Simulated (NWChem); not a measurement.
Molecule: C$_{2}$H$_{3}$Br; SMILES C=CBr

Computed with NWChem. Geometry: optimised at B3LYP/6-31G* (spherical d). Ions are spin-unrestricted doublets at the neutral geometry; other ion states weren't tried.

Task: Order these by “−ε(HOMO) (eV)”, lowest first: PBE0/aug-cc-pVDZ; Hartree-Fock/aug-cc-pVDZ; M06-2X/aug-cc-pVDZ.

Result: PBE0/aug-cc-pVDZ (7.49), M06-2X/aug-cc-pVDZ (8.63), Hartree-Fock/aug-cc-pVDZ (9.98)
